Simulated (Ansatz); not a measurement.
Ansatz (a first-principles code) input:

Ansatz 0.2 input:
```yaml
crystal:
  periodic: [false, false, false]
  atoms:
    - {symbol: Si, position_ang: [0.02254107, 0.06363056, 0.04483840]}
    - {symbol: C, position_ang: [1.52079635, -1.03988890, 0.08653006]}
    - {symbol: C, position_ang: [-1.52243991, -0.78134480, -0.62193804]}
    - {symbol: O, position_ang: [-0.48552611, 0.46134625, 1.56847195]}
    - {symbol: O, position_ang: [0.45974667, 1.35755438, -0.87850926]}
    - {symbol: H, position_ang: [1.30622747, -1.96062869, 0.62966325]}
    - {symbol: H, position_ang: [2.35591777, -0.53501055, 0.57367097]}
    - {symbol: H, position_ang: [1.82459568, -1.29126883, -0.93147990]}
    - {symbol: H, position_ang: [-1.32847142, -1.04312411, -1.66554917]}
    - {symbol: H, position_ang: [-2.38840948, -0.12039727, -0.58448295]}
    - {symbol: H, position_ang: [-1.74960090, -1.68763349, -0.06174165]}
    - {symbol: H, position_ang: [-0.11973724, 2.12343250, -0.89507186]}
basis:
  gaussian:
    orbitals: STO-3G
magnetization: {spin_polarized: true, initial_magnetization: 1}
correlation: {method: ccsd_t, electrons: outside_noble_gas}
```

Q: Predict the final energy.

A: -512.46516 Eh (CCSD(T)/STO-3G). The basis has 36 functions.

It need not be the lowest isomer of its formula.
